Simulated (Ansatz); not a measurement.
Born–Oppenheimer molecular dynamics of C$_{2}$H$_{7}$FOSi$_{2}$ (13 atoms, charge 0, multiplicity 1). It goes on from the last frame of an earlier run, with new velocities.

Method: Ansatz 0.2.0, UKS PBE/STO-3G.

```yaml
ensemble: NVE (velocity Verlet)
time_step: 1 fs
steps_asked: 191
starting_velocities_drawn_for: 1000 K
seed: 414077
```

First frame:

```xyz
13
Properties=species:S:1:pos:R:3
C 0.662 -1.269 1.902
Si 1.054 -0.829 -0.032
F 2.144 0.465 0.028
Si -0.710 -0.015 -1.214
C -0.943 1.782 -0.899
O -1.936 2.525 -0.643
H 1.070 -0.547 2.589
H 0.952 -2.415 1.899
H -0.420 -1.169 2.193
H 1.593 -2.064 -0.598
H -1.928 -0.681 -0.753
H -0.518 0.177 -2.595
H 0.036 2.246 -1.149
```

Task: What does the run give?

Result: The run went to its last step.

- steps done: 191
- time covered: 191 fs
- mean temperature over the second half: 902 K
- spread of the potential energy over the second half: 20.3 meV per atom
- mean potential energy of the second half above the start: 11.6 meV per atom

The conserved energy stayed within 2.5 meV per atom of its start (net change 0.75 meV per atom), so there is no drift, though single steps change it by up to 26 meV in the whole system, a sign of fast motions only just resolved. A run of 0.19 ps of so small a system gives no equilibrium averages. Limits of this set-up: minimal basis.

Task: What happens to the structure?

Result: The same pairs are bonded in the first frame and the last. Pairs count as bonded within 1.25 times the sum of covalent radii (0.12 Å more for H–H). The details hang on the random start.

Task: How do temperature and energy run in time?

Result: 
```json
{"time (fs)": "0.0", "T (K)": "1000", "potential energy less start (eV)": "0.000", "conserved less start (meV/atom)": "0.00"}
{"time (fs)": "6.0", "T (K)": "901", "potential energy less start (eV)": "0.145", "conserved less start (meV/atom)": "0.36"}
{"time (fs)": "12.0", "T (K)": "1040", "potential energy less start (eV)": "-0.058", "conserved less start (meV/atom)": "-0.13"}
{"time (fs)": "18.0", "T (K)": "826", "potential energy less start (eV)": "0.262", "conserved less start (meV/atom)": "1.11"}
{"time (fs)": "24.0", "T (K)": "674", "potential energy less start (eV)": "0.489", "conserved less start (meV/atom)": "1.92"}
{"time (fs)": "30.0", "T (K)": "772", "potential energy less start (eV)": "0.338", "conserved less start (meV/atom)": "1.02"}
{"time (fs)": "36.0", "T (K)": "1242", "potential energy less start (eV)": "-0.345", "conserved less start (meV/atom)": "-0.02"}
{"time (fs)": "42.0", "T (K)": "854", "potential energy less start (eV)": "0.210", "conserved less start (meV/atom)": "0.15"}
{"time (fs)": "48.0", "T (K)": "618", "potential energy less start (eV)": "0.560", "conserved less start (meV/atom)": "1.26"}
{"time (fs)": "54.0", "T (K)": "1053", "potential energy less start (eV)": "-0.058", "conserved less start (meV/atom)": "1.33"}
{"time (fs)": "60.0", "T (K)": "940", "potential energy less start (eV)": "0.103", "conserved less start (meV/atom)": "1.33"}
{"time (fs)": "66.0", "T (K)": "1068", "potential energy less start (eV)": "-0.096", "conserved less start (meV/atom)": "0.04"}
{"time (fs)": "72.0", "T (K)": "760", "potential energy less start (eV)": "0.350", "conserved less start (meV/atom)": "0.72"}
{"time (fs)": "78.0", "T (K)": "857", "potential energy less start (eV)": "0.220", "conserved less start (meV/atom)": "1.29"}
{"time (fs)": "84.0", "T (K)": "926", "potential energy less start (eV)": "0.123", "conserved less start (meV/atom)": "1.38"}
{"time (fs)": "90.0", "T (K)": "815", "potential energy less start (eV)": "0.282", "conserved less start (meV/atom)": "1.46"}
{"time (fs)": "96.0", "T (K)": "1013", "potential energy less start (eV)": "-0.016", "conserved less start (meV/atom)": "0.17"}
{"time (fs)": "102.0", "T (K)": "970", "potential energy less start (eV)": "0.046", "conserved less start (meV/atom)": "0.24"}
{"time (fs)": "108.0", "T (K)": "784", "potential energy less start (eV)": "0.324", "conserved less start (meV/atom)": "1.35"}
{"time (fs)": "114.0", "T (K)": "1192", "potential energy less start (eV)": "-0.272", "conserved less start (meV/atom)": "0.12"}
{"time (fs)": "120.0", "T (K)": "904", "potential energy less start (eV)": "0.144", "conserved less start (meV/atom)": "0.56"}
{"time (fs)": "126.0", "T (K)": "759", "potential energy less start (eV)": "0.350", "conserved less start (meV/atom)": "0.52"}
{"time (fs)": "132.0", "T (K)": "1047", "potential energy less start (eV)": "-0.069", "conserved less start (meV/atom)": "-0.18"}
{"time (fs)": "138.0", "T (K)": "1038", "potential energy less start (eV)": "-0.039", "conserved less start (meV/atom)": "1.16"}
{"time (fs)": "144.0", "T (K)": "810", "potential energy less start (eV)": "0.278", "conserved less start (meV/atom)": "0.66"}
{"time (fs)": "150.0", "T (K)": "559", "potential energy less start (eV)": "0.652", "conserved less start (meV/atom)": "1.92"}
{"time (fs)": "156.0", "T (K)": "1188", "potential energy less start (eV)": "-0.251", "conserved less start (meV/atom)": "1.22"}
{"time (fs)": "162.0", "T (K)": "695", "potential energy less start (eV)": "0.455", "conserved less start (meV/atom)": "1.66"}
{"time (fs)": "168.0", "T (K)": "708", "potential energy less start (eV)": "0.433", "conserved less start (meV/atom)": "1.40"}
{"time (fs)": "174.0", "T (K)": "812", "potential energy less start (eV)": "0.284", "conserved less start (meV/atom)": "1.24"}
{"time (fs)": "180.0", "T (K)": "897", "potential energy less start (eV)": "0.163", "conserved less start (meV/atom)": "1.32"}
{"time (fs)": "186.0", "T (K)": "828", "potential energy less start (eV)": "0.266", "conserved less start (meV/atom)": "1.66"}
```

Time of the run: 14 min on 1 CPU thread of a shared host.
